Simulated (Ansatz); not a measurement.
Consider the ligand exchange at the Sn–N bond: `C[N](C)[Sn]([Cl])([N](C)C)[N](C)C` + HCl → `C[N](C)[Sn]([Cl])([Cl])[N](C)C` + dimethylamine.

Gas-phase electronic energies from Ansatz, PBE0-D4/def2-TZVP geometries. CBS: MP2 limit from def2 TZ/QZ plus the TZ coupled-cluster correction, frozen cores. This one scheme is used for every species. Functionals use def2-TZVPP. B3LYP here is the variant with VWN-RPA as its local correlation; programs differ in this. HSE06 is defined as in plane-wave codes. def2 core potentials past Kr. For Sn outer-core shells are correlated without core-valence functions, which leaves a few kJ/mol of doubt a bond. One conformer a species, not always the lowest.

| level | ΔE (kJ/mol) | difference from CCSD(T)/CBS |
| --- | --- | --- |
| PBE-D4 | -101.8 | -8.1 |
| BLYP-D4 | -99.4 | -5.7 |
| r2SCAN-D4 | -105.9 | -12.2 |
| B97M-V | -108.4 | -14.7 |
| PBE0-D4 | -102.9 | -9.2 |
| B3LYP-D4 | -101.1 | -7.4 |
| r2SCANh-D4 | -105.9 | -12.2 |
| r2SCAN0-D4 | -106.0 | -12.3 |
| HSE06-D4 | -103.7 | -10.0 |
| BHLYP-D4 | -103.9 | -10.2 |
| CAM-B3LYP-D4 | -98.8 | -5.1 |
| ωB97X-V | -99.0 | -5.3 |
| ωB97M-V | -99.6 | -5.9 |
| B2PLYP | -106.5 | -12.8 |
| PBE-QIDH | -102.7 | -9.0 |
| PBE | -112.9 | -19.2 |
| revPBE | -119.7 | -26.0 |
| BLYP | -119.4 | -25.7 |
| r2SCAN | -110.5 | -16.8 |
| PBE0 | -113.3 | -19.6 |
| B3LYP | -117.4 | -23.7 |
| r2SCANh | -110.8 | -17.1 |
| r2SCAN0 | -111.2 | -17.5 |
| HSE06 | -113.6 | -19.9 |
| BHLYP | -117.0 | -23.3 |
| CAM-B3LYP | -109.6 | -15.9 |
| LC-ωPBE | -104.5 | -10.8 |
| RPA@PBE/def2-TZVPP | -83.5 | 10.2 |
| MP2/def2-SVP | -91.2 | 2.5 |
| CCSD(T)/def2-SVP | -91.2 | 2.5 |
| HF/def2-TZVPP | -124.7 | -31.0 |
| MP2/def2-TZVPP | -88.2 | 5.5 |
| SCS-MP2/def2-TZVPP | -92.6 | 1.1 |
| CCSD/def2-TZVPP | -92.5 | 1.2 |
| HF/def2-QZVPP | -125.3 | -31.6 |
| MP2/def2-QZVPP | -91.4 | 2.3 |
| SCS-MP2/def2-QZVPP | -95.9 | -2.2 |
| HF/CBS(def2) | -125.3 | -31.6 |
| MP2/CBS(def2) | -93.5 | 0.2 |
| CCSD/CBS(def2) | -97.7 | -4.0 |
| CCSD(T)/CBS | -93.7 | 0 |

Largest T1 diagnostic among the species: 0.012.

In def2-TZVPP, CCSD(T) changes the Hartree–Fock value by +36.2 kJ/mol (the triples alone add +4.0 kJ/mol) and MP2 by +36.5 kJ/mol. Leaving LDA and LC-ωPBE aside and taking each functional with its dispersion term where it has one, the values, not all of them listed here, spread over 10.3 kJ/mol, from B97M-V to revPBE-D4. LDA lies +16.8 kJ/mol from PBE without D4.
